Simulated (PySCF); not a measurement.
# Structure revision by computed shifts

A compound C₆H₁₂O₂Si gives the data below (simulated from a calculation) and was assigned the structure `CC(=O)[C@@H]1COCC[SiH2]1`.

¹³C{¹H} NMR (computed): δ 168.9 (C), 89.2 (CH2), 71.2 (CH), 62.4 (CH3), 60.7 (CH), 24.3 (CH3).

¹H NMR (500 MHz, computed): δ 4.44 (m, 1H), 4.29 (m, 1H), 4.11 (m, 1H), 3.76 (m, 1H), 3.46 (s, 3H), 2.87 (m, 1H), 2.83 (m, 1H), 1.87 (s, 3H).

PySCF 2.14 calculation with σ from GIAO-PBE0/pcSseg-1 and geometry from GFN2-xTB; one computed conformer, rapidly exchanging positions averaged, non-relativistic, isolated molecule.

References, each an isolated molecule treated in the same way: TMS for ¹H and ¹³C.

(1) Compare with the shifts computed for the proposed structure, pairing carbons in order of shift.

(2) Which isomer fits?

## Answers

(1) Atoms are numbered as in `[CH3:1][C:2](=[O:3])[C@@H:4]1[CH2:5][O:6][CH2:7][CH2:8][SiH2:9]1`. Hydrogens are named by the atom that carries them.

```csv
atom,computed for proposal,given list,difference
C2,211.6,168.9,+42.7
C5,72.4,89.2,-16.8
C7,70.5,71.2,-0.7
C4,44.2,62.4,-18.2
C1,32.5,60.7,-28.2
C8,11.2,24.3,-13.1
```

The rms difference is 23.8 ppm and the largest +42.7 ppm at C2 (ketone carbonyl carbon). The carbon types in order of shift don't match either: C, CH2, CH2, CH, CH3, CH2 for the proposal against C, CH2, CH, CH3, CH, CH3 in the data. The proposal doesn't fit.

(2) `InChI=1S/C6H12O2Si/c1-4(2)8-6-5(7-3)9-6/h5-6H,1,9H2,2-3H3/t5-,6-/m1/s1`.

Carbon types of the structure: 1 × C, 2 × CH, 1 × CH2, 2 × CH3, leaving 2 H on heteroatoms. δC 168.9: alkene carbon bearing oxygen; an sp2 carbon further deshielded by the attached heteroatom. δC 89.2: β carbon of an enol-ether or enamine type C=C; the O or N lone pair pushes π density onto this β carbon and shields it. δC 71.2, 60.7: three-membered-ring carbon; the inductive effect lowers its shielding. δC 62.4: methyl carbon bonded to O; the inductive effect lowers its shielding.

Other isomers checked: C[C@@H]1C[C@@](C)(C(=O)O)[SiH2]1 (rms 33.6 ppm).

This is the structure that produced the data.

Shifts are as computed. Against solution values, carbons near 30 ppm lie about +3 ppm off and those near 130 ppm about +5 ppm. Of 1211 compounds with measured shifts, 218 miss one by over three times the rms of a fit or turn the order of signals round; such compounds aren't used in these exercises. No couplings were computed; multiplicities are counted from neighbouring protons, with m where these are inequivalent, close in shift, in a saturated or five-membered ring or joined by F or P, and br s for small geminal =CH2 splittings.
